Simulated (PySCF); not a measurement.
Cadmium: a sound run and one with changed settings

Sound run: Cd [Kr] 4d10 5s2, Cd⁺ [Kr] 4d10 5s1. All numbers are calculated (PySCF 2.14, the spin-free X2C one-electron Hamiltonian (Gaussian nucleus), in x2c-TZVPall (8s6p6d1f, 63 functions)). In the sound run the correlated levels freeze [Kr]. The sound run starts from symmetry-adapted Hartree-Fock orbitals and uses a fine grid where one is needed.

Changed run: no relativity, point nucleus. This setting is unsound on purpose.

```csv
species,method,sound run (hartree),changed run (hartree),converged
Cd,UHF,-5591.31331,-5383.08637,yes
Cd,PBE0,-5593.61781,-5385.60854,yes
Cd,TPSS,-5593.72428,-5385.73155,yes
Cd,MP2,-5591.65495,-5383.41813,yes
Cd⁺,UHF,-5591.04389,-5382.83713,yes
Cd⁺,PBE0,-5593.29571,-5385.31164,yes
Cd⁺,TPSS,-5593.40022,-5385.43414,yes
Cd⁺,MP2,-5591.34325,-5383.13042,yes
```

Ionisation energy of Cd:

```
 method  sound run (eV)  changed run (eV)
    UHF           7.331             6.782
   PBE0           8.765             8.079
   TPSS           8.818             8.093
    MP2           8.482             7.829
SCS-MP2           8.484             7.850
```

Most of the change in total energy is the relativistic energy itself. On top of that the contraction fixes the core shape for the Hamiltonian it was made with, so the changed run is not a good calculation with the other Hamiltonian either.

For comparison, NIST gives 8.994 eV between the lowest levels.
